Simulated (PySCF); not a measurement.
**Correlation energy of He (helium, neutral)**

1s1 2p1, high-spin 3P determinant (an excited configuration). Computed with PySCF 2.14 in aug-cc-pVTZ (4s3p2d, 23 functions), with the non-relativistic Hamiltonian (point nucleus). Frozen: nothing; 2 electrons correlated.

With two correlated electrons CCSD is exact within the correlated space (frozen core and kept virtual orbitals).

| level | correlation energy (mhartree) |
| --- | --- |
| CCSD | -4.09 |

Diagnostics: T1 = 0.0012, D1 = 0.0022, largest double amplitude 0.022.

Problem. Is a single reference adequate?

Solution. Yes: T1 lies below 0.03 and no double amplitude reaches 0.07.
